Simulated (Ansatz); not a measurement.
`BCCBr` + `CBNC` → `BN(C)BC` + `CCBr`  (ligand exchange at a B–C bond)

Program: Ansatz. Geometries: PBE0-D4/def2-TZVP. ΔE: electronic, gas phase. CCSD(T)/CBS adds triple-zeta CCSD(T) − MP2 to the extrapolated MP2 energy (def2 sets, frozen cores). DFT in def2-TZVPP. For Br outer-core shells are correlated without core-valence functions, which leaves a few kJ/mol of doubt a bond. Scalar relativity is left out up to krypton. Each species was taken in one conformer, which may not be the lowest.

`BCCBr`:

```xyz
10

B     1.246    0.634    0.420
C     0.267   -0.538    0.124
C    -1.052   -0.181   -0.516
Br   -2.132    0.895    0.703
H     2.195    0.455    1.126
H     1.109    1.698   -0.112
H     0.119   -1.181    0.998
H     0.841   -1.171   -0.582
H    -1.669   -1.045   -0.757
H    -0.925    0.435   -1.405
```

`CBNC`:

Z-matrix (Å, degrees):
```
C
B 1 1.569
H 1 1.094 2 114.2
H 1 1.095 2 110.5 3 -121.8
H 1 1.095 2 110.5 3 121.8
N 2 1.389 1 121.9 3 0.2
H 2 1.204 1 121.2 3 -179.8
C 6 1.443 2 127.1 1 180.0
H 6 1.009 2 119.0 1 0.0
H 8 1.090 6 109.0 2 0.0
H 8 1.095 6 111.7 2 -119.4
H 8 1.095 6 111.7 2 119.5
```

`BN(C)BC`:

```xyz
14

B    -0.038   -2.027   -0.461
N    -0.095   -0.627   -0.266
C    -0.810    0.211   -1.226
B     0.546   -0.031    0.868
C     0.549    1.501    1.168
H    -0.579   -2.509   -1.416
H     0.548   -2.700    0.331
H    -0.145    0.956   -1.669
H    -1.216   -0.407   -2.026
H    -1.636    0.742   -0.746
H     1.117   -0.780    1.607
H     0.230    1.678    2.201
H    -0.053    2.128    0.507
H     1.584    1.864    1.129
```

`CCBr`:

Z-matrix (Å, degrees):
```
C
C 1 1.506
H 1 1.091 2 111.3
H 1 1.095 2 109.4 3 119.6
H 1 1.091 2 111.3 3 -120.9
Br 2 1.950 1 111.6 3 60.4
H 2 1.088 1 112.5 3 178.6
H 2 1.088 1 112.5 3 -57.7
```

```
             level  ΔE (kJ/mol)
         r2SCAN-D4       -100.2
            B2PLYP       -102.6
    MP2/def2-TZVPP       -105.7
SCS-MP2/def2-TZVPP       -104.7
```

**Question.** What does CCSD(T)/CBS give? (Estimate.)

**Answer.** Ansatz gave: -102.4 kJ/mol. The listed levels differ from it by 2.2, -0.2, -3.3, -2.3 kJ/mol.

Largest T1 diagnostic among the species: 0.011.
